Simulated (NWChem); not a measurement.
System: SiHSF3; SMILES F[Si](S)(F)F

The following NWChem deck was run.

```
start job
memory heap 200 mb stack 900 mb global 1100 mb
geometry units angstroms
  F      0.783874    -0.941763    -1.251860
  Si    -0.010955    -0.340000    -0.000851
  F      0.694713    -0.952023     1.297717
  F     -1.516610    -0.867532    -0.052195
  S     -0.058497     1.754353     0.000794
  H      1.290800     1.846789     0.006210
end
basis spherical
  * library 3-21g
end
dft
  xc b3lyp
  iterations 150
end
driver
  maxiter 120
end
task dft optimize
task dft freq
```

Output (shortened):

```
             Northwest Computational Chemistry Package (NWChem) 7.3.0
             --------------------------------------------------------

 C1  symmetry detected

                             Geometry "geometry" -> ""
                             -------------------------

 Output coordinates in angstroms (scale by  1.889725989 to convert to a.u.)

  No.       Tag          Charge          X              Y              Z
 ---- ---------------- ---------- -------------- -------------- --------------
    1 F                    9.0000     0.76257156    -0.96643525    -1.25083407
    2 Si                  14.0000    -0.01812839    -0.34487996    -0.00060530
    3 F                    9.0000     0.66721204    -0.97846020     1.29851090
    4 F                    9.0000    -1.53775009    -0.83023631    -0.05630356
    5 S                   16.0000    -0.00740199     1.74997940     0.00455616
    6 H                    1.0000     1.34392773     1.80483494     0.01321613

 Effective nuclear repulsion energy (a.u.)     319.6982565208

                                Z-matrix (autoz)
                                --------

 Units are Angstrom for bonds and degrees for angles

      Type          Name      I     J     K     L     M      Value
      ----------- --------  ----- ----- ----- ----- ----- ----------
    1 Stretch                  1     2                       1.59965
    2 Stretch                  2     3                       1.59963
    3 Stretch                  2     4                       1.59622
    4 Stretch                  2     5                       2.09489
    5 Stretch                  5     6                       1.35247
    6 Bend                     1     2     3               105.76779
    7 Bend                     1     2     4               108.61481
    8 Bend                     1     2     5               112.82864
    9 Bend                     2     5     6                92.61879
   10 Bend                     3     2     4               108.40798
   11 Bend                     3     2     5               113.07141
   12 Bend                     4     2     5               108.00026
   13 Torsion                  1     2     5     6         -58.24230
   14 Torsion                  3     2     5     6          61.74233
   15 Torsion                  4     2     5     6        -178.30406

                           NWChem Geometry Optimization
                           ----------------------------

 maximum gradient threshold         (gmax) =   0.000450
 rms gradient threshold             (grms) =   0.000300
 maximum cartesian step threshold   (xmax) =   0.001800
 rms cartesian step threshold       (xrms) =   0.001200
 fixed trust radius                (trust) =   0.300000
 source of zmatrix                         =   autoz

          -------------------
          Energy Minimization
          -------------------

 Using diagonal initial Hessian
 Scaling for Hessian diagonals: bonds = 1.00  angles = 0.25  torsions = 0.10

          --------
          Step   0

                                 NWChem DFT Module
                                 -----------------

 Summary of "ao basis" -> "ao basis" (spherical)
 ------------------------------------------------------------------------------
       Tag                 Description            Shells   Functions and Types
 ---------------- ------------------------------  ------  ---------------------
 F                           3-21g                   5        9   3s2p
 Si                          3-21g                   7       13   4s3p
 S                           3-21g                   7       13   4s3p
 H                           3-21g                   2        2   2s

            General Information
            -------------------
          SCF calculation type: DFT
          Wavefunction type:  closed shell.
          No. of atoms     :     6
          No. of electrons :    58
           Alpha electrons :    29
            Beta electrons :    29
          Charge           :     0
          Spin multiplicity:     1
          Use of symmetry is: off; symmetry adaption is: off
          Maximum number of iterations: 150
          AO basis - number of functions:    55
                     number of shells:    31
          Convergence on energy requested:  1.00D-06
          Convergence on density requested:  1.00D-05
          Convergence on gradient requested:  5.00D-04

              XC Information
              --------------
                         B3LYP Method XC Potential
                     Hartree-Fock (Exact) Exchange  0.200
                        Slater Exchange Functional  0.800 local
                    Becke 1988 Exchange Functional  0.720 non-local
              Lee-Yang-Parr Correlation Functional  0.810
                  VWN I RPA Correlation Functional  0.190 local

             Grid Information
             ----------------
          Grid used for XC integration:  medium
          Radial quadrature: Mura-Knowles
          Angular quadrature: Lebedev.
          Tag              B.-S. Rad. Rad. Pts. Rad. Cut. Ang. Pts.
          ---              ---------- --------- --------- ---------
          F                   0.50       49          10.0       434
          Si                  1.10       88           8.0       590
          S                   1.00       88           8.0       590
          H                   0.35       45           8.0       434
          Grid pruning is: on
          Number of quadrature shells:   368
          Spatial weights used:  Erf1

      Superposition of Atomic Density Guess
      -------------------------------------

 Sum of atomic energies:        -979.93743543

      Non-variational initial energy
      ------------------------------

 Total energy =    -980.767201
 1-e energy   =   -2000.130576
 2-e energy   =     699.665119
 HOMO         =      -0.336375
 LUMO         =       0.073114

   convergence    iter        energy       DeltaE   RMS-Dens  Diis-err
 ---------------- ----- ----------------- --------- --------- ---------
 d= 0,ls=0.0,diis     1   -982.7254828565 -1.30D+03  3.53D-02  1.14D+00
 d= 0,ls=0.0,diis     2   -982.7379861011 -1.25D-02  1.51D-02  1.60D+00
 d= 0,ls=0.0,diis     3   -982.8699201717 -1.32D-01  2.50D-03  2.68D-02
 d= 0,ls=0.0,diis     4   -982.8715653120 -1.65D-03  1.09D-03  2.23D-03
 d= 0,ls=0.0,diis     5   -982.8719157067 -3.50D-04  2.76D-04  2.54D-04
  Resetting Diis
 d= 0,ls=0.0,diis     6   -982.8719533879 -3.77D-05  2.01D-05  5.95D-07
 d= 0,ls=0.0,diis     7   -982.8719534436 -5.58D-08  1.16D-05  2.25D-07
 d= 0,ls=0.0,diis     8   -982.8719534293  1.43D-08  6.36D-06  4.60D-07

         Total DFT energy =     -982.871953429276
      One electron energy =    -1999.862482377508
           Coulomb energy =      775.746958107502
    Exchange-Corr. energy =      -78.454685680022
 Nuclear repulsion energy =      319.698256520751

 Numeric. integr. density =       58.000005662641

                       DFT Final Molecular Orbital Analysis
                       ------------------------------------

 Vector   27  Occ=2.000000D+00  E=-4.129244D-01
              MO Center= -1.9D-02, -9.3D-01,  7.0D-03, r^2= 2.6D+00
   Bfn.  Coefficient  Atom+Function         Bfn.  Coefficient  Atom+Function
  ----- ------------  ---------------      ----- ------------  ---------------
    40      0.347088  4 F  pz                36      0.316415  4 F  pz
    29      0.299594  3 F  px                 7     -0.280746  1 F  px
    25      0.274997  3 F  px                 3     -0.257552  1 F  px
     9     -0.206738  1 F  pz                 5     -0.189885  1 F  pz
    31     -0.185679  3 F  pz                27     -0.170711  3 F  pz

 Vector   28  Occ=2.000000D+00  E=-3.708099D-01
              MO Center= -9.5D-03,  1.2D+00,  1.7D-03, r^2= 3.3D+00
   Bfn.  Coefficient  Atom+Function         Bfn.  Coefficient  Atom+Function
  ----- ------------  ---------------      ----- ------------  ---------------
    48      0.401523  5 S  py                52      0.394321  5 S  py
    46      0.221484  5 S  s                 17     -0.197491  2 Si py
    44     -0.192696  5 S  py                47     -0.188347  5 S  px
     8      0.186239  1 F  py                30      0.183422  3 F  py
     4      0.171424  1 F  py                26      0.168929  3 F  py

[...]

      ----------------------
      Optimization converged
      ----------------------

  Step       Energy      Delta E   Gmax     Grms     Xrms     Xmax
  ---- ---------------- -------- -------- -------- -------- --------
@    4    -982.87737171 -8.0D-07  0.00011  0.00005  0.00090  0.00168
                                     ok       ok       ok       ok

                                Z-matrix (autoz)
                                --------

 Units are Angstrom for bonds and degrees for angles

      Type          Name      I     J     K     L     M      Value     Gradient
      ----------- --------  ----- ----- ----- ----- ----- ---------- ----------
    1 Stretch                  1     2                       1.62512   -0.00007
    2 Stretch                  2     3                       1.62510   -0.00006
    3 Stretch                  2     4                       1.62203    0.00006
    4 Stretch                  2     5                       2.17780   -0.00011
    5 Stretch                  5     6                       1.37192   -0.00006
    6 Bend                     1     2     3               105.18307    0.00000
    7 Bend                     1     2     4               107.55552    0.00002
    8 Bend                     1     2     5               114.37671    0.00002
    9 Bend                     2     5     6                99.16769    0.00004
   10 Bend                     3     2     4               107.42801    0.00001
   11 Bend                     3     2     5               114.49504    0.00003
   12 Bend                     4     2     5               107.42735   -0.00008
   13 Torsion                  1     2     5     6         -59.44872    0.00000
   14 Torsion                  3     2     5     6          62.04682    0.00004
   15 Torsion                  4     2     5     6        -178.74484    0.00002

                         Geometry "geometry" -> "geometry"
                         ---------------------------------

 Output coordinates in angstroms (scale by  1.889725989 to convert to a.u.)

  No.       Tag          Charge          X              Y              Z
 ---- ---------------- ---------- -------------- -------------- --------------
    1 F                    9.0000     0.74574251    -1.06175901    -1.26727501
    2 Si                  14.0000    -0.01353412    -0.38182254    -0.00149495
    3 F                    9.0000     0.65301860    -1.06689877     1.31278637
    4 F                    9.0000    -1.56692141    -0.84550008    -0.05607348
    5 S                   16.0000     0.01743540     1.79575329     0.00138291
    6 H                    1.0000     1.37468989     1.99502972     0.01921442

 Effective nuclear repulsion energy (a.u.)     311.9693216055

                Final and change from initial internal coordinates
                --------------------------------------------------

                                Z-matrix (autoz)
                                --------

 Units are Angstrom for bonds and degrees for angles

      Type          Name      I     J     K     L     M      Value       Change
      ----------- --------  ----- ----- ----- ----- ----- ---------- ----------
    1 Stretch                  1     2                       1.62512    0.02546
    2 Stretch                  2     3                       1.62510    0.02547
    3 Stretch                  2     4                       1.62203    0.02581
    4 Stretch                  2     5                       2.17780    0.08290
    5 Stretch                  5     6                       1.37192    0.01945
    6 Bend                     1     2     3               105.18307   -0.58472
    7 Bend                     1     2     4               107.55552   -1.05929
    8 Bend                     1     2     5               114.37671    1.54807
    9 Bend                     2     5     6                99.16769    6.54890
   10 Bend                     3     2     4               107.42801   -0.97996
   11 Bend                     3     2     5               114.49504    1.42363
   12 Bend                     4     2     5               107.42735   -0.57292
   13 Torsion                  1     2     5     6         -59.44872   -1.20643
   14 Torsion                  3     2     5     6          62.04682    0.30449
   15 Torsion                  4     2     5     6        -178.74484   -0.44078

[...]

 Rotational Constants
 --------------------
 A=   0.129160 cm-1  (  0.185829 K)
 B=   0.073097 cm-1  (  0.105168 K)
 C=   0.071884 cm-1  (  0.103422 K)

 Temperature                      =   298.15K
 frequency scaling parameter      =   1.0000

 Zero-Point correction to Energy  =   11.666 kcal/mol  (  0.018590 au)
 Thermal correction to Energy     =   15.611 kcal/mol  (  0.024878 au)
 Thermal correction to Enthalpy   =   16.203 kcal/mol  (  0.025822 au)

 Total Entropy                    =   79.971 cal/mol-K
   - Translational                =   40.192 cal/mol-K (mol. weight = 117.9520)
   - Rotational                   =   27.254 cal/mol-K (symmetry #  =        1)
   - Vibrational                  =   12.525 cal/mol-K

 Cv (constant volume heat capacity) =   19.665 cal/mol-K
   - Translational                  =    2.979 cal/mol-K
   - Rotational                     =    2.979 cal/mol-K
   - Vibrational                    =   13.706 cal/mol-K

[normal modes left out]

 ----------------------------------------------------------------------------
 Normal Eigenvalue ||           Projected Infra Red Intensities
  Mode   [cm**-1]  || [atomic units] [(debye/angs)**2] [(KM/mol)] [arbitrary]
 ------ ---------- || -------------- ----------------- ---------- -----------
    1       -0.000 ||    0.000106           0.002         0.103       0.032
    2       -0.000 ||    0.000252           0.006         0.246       0.076
    3       -0.000 ||    0.000554           0.013         0.540       0.166
    4        0.000 ||    0.000096           0.002         0.093       0.029
    5        0.000 ||    0.000327           0.008         0.319       0.098
    6        0.000 ||    0.000255           0.006         0.249       0.076
    7      135.053 ||    0.023342           0.539        22.755       6.987
    8      173.764 ||    0.005826           0.134         5.679       1.744
    9      210.675 ||    0.031908           0.736        31.106       9.551
   10      304.840 ||    0.036451           0.841        35.534      10.911
   11      314.391 ||    0.027663           0.638        26.968       8.280
   12      320.895 ||    0.022857           0.527        22.282       6.842
   13      503.024 ||    0.099691           2.300        97.184      29.840
   14      791.828 ||    0.021860           0.504        21.310       6.543
   15      867.179 ||    0.144524           3.334       140.889      43.260
   16     1016.902 ||    0.101759           2.348        99.200      30.459
   17     1039.609 ||    0.078755           1.817        76.774      23.574
   18     2485.929 ||    0.005120           0.118         4.991       1.532
 ----------------------------------------------------------------------------
```

Level: B3LYP/3-21G. B3LYP is NWChem's, with the RPA form of VWN correlation.
